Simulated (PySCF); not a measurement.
The same groups moved round the core (styrene silyl+mercapto). Isolated molecules, 0 K electronic values unless said otherwise. One relaxed conformer stands for each flexible species; it need not be the lowest. Strings in code marks are SMILES.

The four lowest singlet excitations (Tamm–Dancoff). Computed with PBE-D3(BJ)/def2-TZVP // B3LYP-D3(BJ)/def2-SVP (PySCF). Excitations are Tamm–Dancoff values on a coarser integration grid. The basis has no diffuse functions, so Rydberg states are missing or too high.

```tsv
state	energy (eV)	wavelength (nm)	oscillator strength
S1	3.53	351	0.017
S2	4.53	274	0.023
S3	4.72	263	0.005
S4	4.84	256	0.202
```

Task: Say which member gives these states.
A. `C=C([SiH3])c1ccccc1S` (Si–C–C–C torsion -98°, C–C–S–H torsion 22°)
B. `C=Cc1ccc([SiH3])c(S)c1` (C–C–C–C torsion 1°, C–C–S–H torsion -147°)
C. `C=Cc1ccc(S)cc1[SiH3]` (C–C–C–C torsion 16°, C–C–S–H torsion -2°)
D. `C=C([SiH3])c1cccc(S)c1` (Si–C–C–C torsion 38°, C–C–S–H torsion 178°)

Result: D, `C=C([SiH3])c1cccc(S)c1` (Si–C–C–C torsion 38°, C–C–S–H torsion 178°)
